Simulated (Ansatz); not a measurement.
Reaction (substitution at a C–C bond): `C=CC1C[SiH2]1` + H₂Se → `[SeH]C1C[SiH2]1` + `C=C`

Calculated with Ansatz (gas phase, PBE0-D4/def2-TZVP geometries, no zero-point term in ΔE). CBS: MP2 limit from def2 TZ/QZ plus the TZ coupled-cluster correction, frozen cores. This one scheme is used for every species. Functionals use def2-TZVPP. For Se outer-core shells are correlated without core-valence functions, which leaves a few kJ/mol of doubt a bond. Scalar relativity is left out up to krypton. One conformer a species, not always the lowest.

Is it downhill or uphill in electronic energy at CCSD(T)/CBS, and by how much? (Estimate.)

Ansatz gave: Uphill: ΔE = +19.3 kJ/mol.

What do these levels give: PBE-D4, PBE0-D4, ωB97X-V, B2PLYP, PBE, r2SCAN, PBE0, MP2/def2-TZVPP, CCSD/def2-TZVPP, CCSD(T)/def2-TZVPP, HF/def2-QZVPP, MP2/def2-QZVPP? (Best estimate.)

Computed: PBE-D4 27.3, PBE0-D4 27.2, ωB97X-V 22.2, B2PLYP 21.1, PBE 26.1, r2SCAN 27.6, PBE0 26.1, MP2/def2-TZVPP 19.5, CCSD/def2-TZVPP 19.5, CCSD(T)/def2-TZVPP 19.9, HF/def2-QZVPP 17.7, MP2/def2-QZVPP 19.2 kJ/mol.

Largest T1 diagnostic among the species: 0.011.
